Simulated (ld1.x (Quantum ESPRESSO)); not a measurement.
Before and after: ultrasoft potential for Ge (Z = 32)

* Element: Ge (Z = 32)
* Generator: ld1.x (Quantum ESPRESSO) 7.5
* Type: ultrasoft
* Functional: LDA (PZ)
* Relativity: fully relativistic
* Frozen core: [Ar] 3d10
* Valence charge: 4
* Reference configuration: 4s1.75 4p2.25
* Partial waves: 4s (bound): rcut 1.45, rcutus 1.55 bohr; 4s channel at -0.3 Ry: rcut 1.45, rcutus 1.55 bohr; 4p (bound): rcut 1.50, rcutus 1.70 bohr; 4p channel at 0.35 Ry: rcut 1.50, rcutus 1.70 bohr
* Local potential: all-electron potential smoothed inside 1.60 bohr (lloc = -1)
* Core correction: Bessel-smoothed model core inside 0.90 bohr
* Augmentation charge: PSQ, radius 1.30 bohr

Open shells are filled in proportion to 2j + 1 (rel_dist='average').

Change: core correction none.

Cutoffs: the cutoffs (Ry, on a coarse ladder) from which the occupation-weighted sum of valence levels, in a spherical-Bessel basis at the reference potential, stays within 10 and 1 mRy of its value at 400 Ry; they do not see the model core or the augmentation charge, which bear on the density cutoff. Errors are all-electron minus pseudo energies relative to the spin-unpolarised reference configuration.

Question: What does the change do?

Answer: The potential gets neither clearly harder nor softer (15 Ry and 21 Ry → 15 Ry and 21 Ry); of the 7 tests that both files solve, the error grows in 3 and shrinks in 3 by more than 15 % and 0.3 meV (median size 3.1 → 5.3 meV); neither file shows a bound ghost.

| quantity | base | changed |
| --- | --- | --- |
| cutoff, loose | 15 Ry | 15 Ry |
| cutoff, tight | 21 Ry | 21 Ry |
| bound ghosts | none | none |
| error for 4s2 4p2, meV [ΔE -1.98 eV] | -0.7 | +0.8 |
| error for 4s2 4p1, meV [ΔE 5.66 eV] | -3.1 | +5.3 |
| error for 4s2 4p0, meV [ΔE 21.37 eV] | -45 | +33 |
| error for 4s0 4p4, meV [ΔE 14.37 eV] | -33 | +50 |
| error for 4s1 4p2, meV [ΔE 14.43 eV] | -25 | +11 |
| error for 4s2 4p1.5, meV [ΔE 0.91 eV] | -0.1 | +2.0 |
| error for 4s2 4p2.3, meV [ΔE -2.91 eV] | -1.2 | +0.6 |
| s: phases at 1.85 bohr within 0.05 rad from the reference energy up to (Ry; the scan ends near 5) | n/a | n/a |
| p1/2: phases at 1.85 bohr within 0.05 rad from the reference energy up to (Ry; the scan ends near 5) | to the end of the scan | to the end of the scan |
| p3/2: phases at 1.85 bohr within 0.05 rad from the reference energy up to (Ry; the scan ends near 5) | 4.5 | 4.5 |
| lowest overlap eigenvalue by channel | s 0.51, p1/2 0.63, p3/2 0.64 | s 0.51, p1/2 0.63, p3/2 0.64 |
